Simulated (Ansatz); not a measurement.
CH7NSi2. The species carries charge 0 and has multiplicity 1. The bonds changed during the relaxation, so this is another structure than the one it started from.

Z-matrix (Å, degrees):
```
C
Si 1 1.862
H 1 1.093 2 110.6
H 1 1.092 2 111.0 3 120.2
H 1 1.093 2 110.4 3 -119.6
N 2 1.753 1 111.7 3 179.5
H 2 1.491 1 110.2 3 -61.8
H 2 1.485 1 110.1 3 58.1
Si 6 1.717 2 127.4 1 -68.4
H 6 1.011 2 116.3 1 111.7
H 9 1.539 6 93.9 2 -0.2
```

(1) What are the harmonic wavenumbers in cm⁻¹ at PBE0-D4/def2-TZVP (Ansatz, finite differences of forces, unscaled)? (Best estimate.)

(2) Is this a minimum?

(3) Give the ideal-gas thermochemistry at 298.15 K and 1 bar (rigid rotor, harmonic oscillator; point group C1, symmetry number 1).

(4) And at 400, 500, 600, 800 and 1000 K?

(5) Rotational constants (cm⁻¹)?

Answers

(1) Ansatz gave: 78, 158, 185, 236, 313, 490, 623, 690, 710, 746, 764, 884, 910, 918, 946, 957, 1208, 1274, 1445, 1450, 1968, 2199, 2227, 3050, 3135, 3140, 3594.

(2) Yes, all 27 modes are real.

(3) Zero-point energy 205.1 kJ/mol; H(298) − E = 225.5 kJ/mol; entropy 337.6 J/(mol·K), of which translation 164.9, rotation 110.4, vibration 62.4; G(298) − E = 124.8 kJ/mol. Modes under 100 cm⁻¹ are hindered rotations or soft bends, so the harmonic entropy is rough.

(4) 
| T (K) | H − E (kJ/mol) | S (J/mol/K) | G − E (kJ/mol) |
| --- | --- | --- | --- |
| 400 | 237.5 | 372.2 | 88.7 |
| 500 | 251.4 | 403.1 | 49.9 |
| 600 | 266.9 | 431.3 | 8.1 |
| 800 | 301.7 | 481.2 | -83.2 |
| 1000 | 340.3 | 524.2 | -183.9 |

(5) 0.3093, 0.07814, 0.06844.
